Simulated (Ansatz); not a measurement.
**Exact exchange and the vertical energy of the triplet above the singlet of OsO4 (osmium tetroxide)**

OsO4 has 5 atoms, charge 0, and is taken as a singlet. SMILES: `[O]=[Os](=[O])(=[O])=[O]`. Geometry: relaxed at PBE0-D4/def2-TZVP.

The vertical energy of the triplet above the singlet y, in eV, basis def2-SVP with a core potential; a is the functional's share of exact exchange. Programs: Ansatz 0.2.0.

```
functional  program     a  y (eV)
      BLYP   Ansatz     0    3.82
       PBE   Ansatz     0    3.87
     B3LYP   Ansatz   0.2    3.62
      PBE0   Ansatz  0.25       ?
     BHLYP   Ansatz   0.5    2.81
```

Problem. Fit y = c + s·a to the known rows and predict PBE0.

Solution. 
1. Means of the 4 rows: a = 0.1750, y = 3.530.
2. Σ(Δa)² = 0.1675, Σ(Δa·Δy) = -0.342, so the slope is -0.342/0.1675 = -2.0418.
3. Intercept: 3.530 − (-2.0418) × 0.1750 = 3.887. The largest residual of the fit is 0.14.
4. PBE0: 3.887 + (-2.0418) × 0.25 = 3.38 eV.

The run gave 3.54 eV, so the prediction is off by -0.16 eV, about the scatter of the fit. Exact exchange favours the state with more unpaired electrons. Spin-orbit coupling is left out.
